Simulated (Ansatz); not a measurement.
Species: sum formula ZrOF (charge 0, doublet). The spin state was set by rule; other spins were not relaxed. SMILES: [Zr]([F])=[O]
Geometry: optimised at B3LYP-D3(BJ)/def2-TZVP (Ansatz, a quantum-chemistry and plane-wave program).

Property: atomisation energy (electronic, to ground-state atoms), in kcal/mol. Valence correlation only, unless marked. Open shells are spin-unrestricted. Spin-orbit coupling is left out. The frozen core is the preceding noble-gas configuration, with the filled d and f shells of earlier blocks. In def2 rows, elements after Kr have scalar-relativistic effective core potentials. The coupled-cluster limit lacks core correlation, which all-electron functionals hold. CBS marks a two-point X^-3 extrapolation of the correlation energy; Hartree-Fock from the larger set. The bracket is a focal-point correction in the basis named.

```tsv
level	program	atomisation energy (kcal/mol)
HF/def2-SVPD	Ansatz	203.1
HF/def2-TZVPP	Ansatz	201.6
BLYP-D3(BJ)/def2-TZVPD	Ansatz + dftd3	341.5
r2SCAN/def2-TZVPD	Ansatz	334.9
B3LYP/def2-TZVPD	Ansatz	323.5
PBE0-D3(BJ)/def2-TZVPD	Ansatz + dftd3	324.8
PBE0-D4/def2-TZVP	Ansatz + dftd4	324.8
BHLYP-D3(BJ)/def2-TZVPD	Ansatz + dftd3	292.0
B2GP-PLYP/def2-TZVPD	Ansatz	325.7
B2PLYP/def2-TZVPD	Ansatz	328.7
MP2/def2-QZVPP	Ansatz	352.1
MP2/CBS(def2-TZVPP,def2-QZVPP)	Ansatz	355.6
CCSD(T)/def2-SVPD	Ansatz	311.3
RI-MP2/CBS(def2-TZVPP,def2-QZVPP)+[CCSD(T)-MP2]/def2-SVP	Ansatz	329.3
CCSD(T)/CBS(def2-TZVPP,def2-QZVPP)	Ansatz	327.1
```
